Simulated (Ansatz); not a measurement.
Reaction (ligand exchange at the Si–O bond): `[CH3][In]([NH2])[O][SiH3]` + `OPS` → `OP([SiH3])S` + `[CH3][In]([NH2])[OH]`

Calculated with Ansatz (gas phase, PBE0-D4/def2-TZVP geometries, no zero-point term in ΔE). CCSD(T)/CBS adds triple-zeta CCSD(T) − MP2 to the extrapolated MP2 energy (def2 sets, frozen cores). Functionals use def2-TZVPP. B3LYP here is the variant with VWN-RPA as its local correlation; programs differ in this. HSE06 is defined as in plane-wave codes. Elements past krypton have def2 core potentials. For In outer-core shells are correlated without core-valence functions, which leaves a few kJ/mol of doubt a bond. Each species was taken in one conformer, which may not be the lowest.

```json
{"level": "PBE-D4", "ΔE (kJ/mol)": "75.7", "difference from CCSD(T)/CBS": "-27.6"}
{"level": "revPBE-D4", "ΔE (kJ/mol)": "73.5", "difference from CCSD(T)/CBS": "-29.8"}
{"level": "PBE0-D4", "ΔE (kJ/mol)": "86.4", "difference from CCSD(T)/CBS": "-16.9"}
{"level": "HSE06-D4", "ΔE (kJ/mol)": "86.3", "difference from CCSD(T)/CBS": "-17.0"}
{"level": "BHLYP-D4", "ΔE (kJ/mol)": "112.5", "difference from CCSD(T)/CBS": "9.2"}
{"level": "CAM-B3LYP-D4", "ΔE (kJ/mol)": "108.0", "difference from CCSD(T)/CBS": "4.7"}
{"level": "B2PLYP", "ΔE (kJ/mol)": "106.5", "difference from CCSD(T)/CBS": "3.2"}
{"level": "BLYP", "ΔE (kJ/mol)": "96.3", "difference from CCSD(T)/CBS": "-7.0"}
{"level": "B3LYP", "ΔE (kJ/mol)": "103.6", "difference from CCSD(T)/CBS": "0.3"}
{"level": "r2SCAN0", "ΔE (kJ/mol)": "100.9", "difference from CCSD(T)/CBS": "-2.4"}
{"level": "CAM-B3LYP", "ΔE (kJ/mol)": "110.0", "difference from CCSD(T)/CBS": "6.7"}
{"level": "HF/def2-SVP", "ΔE (kJ/mol)": "127.2", "difference from CCSD(T)/CBS": "23.9"}
{"level": "MP2/def2-SVP", "ΔE (kJ/mol)": "111.8", "difference from CCSD(T)/CBS": "8.5"}
{"level": "CCSD(T)/def2-TZVPP", "ΔE (kJ/mol)": "106.0", "difference from CCSD(T)/CBS": "2.7"}
{"level": "HF/def2-QZVPP", "ΔE (kJ/mol)": "135.6", "difference from CCSD(T)/CBS": "32.3"}
{"level": "CCSD/CBS(def2)", "ΔE (kJ/mol)": "108.1", "difference from CCSD(T)/CBS": "4.8"}
{"level": "CCSD(T)/CBS", "ΔE (kJ/mol)": "103.3", "difference from CCSD(T)/CBS": "0"}
```

Largest T1 diagnostic among the species: 0.015.

From r2SCAN to r2SCAN0 (25 % exact exchange), in def2-TZVPP and without D4, ΔE moves by +4.6 kJ/mol. In def2-TZVPP, CCSD(T) changes the Hartree–Fock value by −26.9 kJ/mol (the triples alone add −4.7 kJ/mol) and MP2 by −25.1 kJ/mol. The D4 term adds −4.2 kJ/mol with B3LYP and −1.9 kJ/mol with PBE0; it sums over pairs of atoms, weighted by their polarisabilities, and B3LYP, whose exchange is more repulsive, gets the larger term.
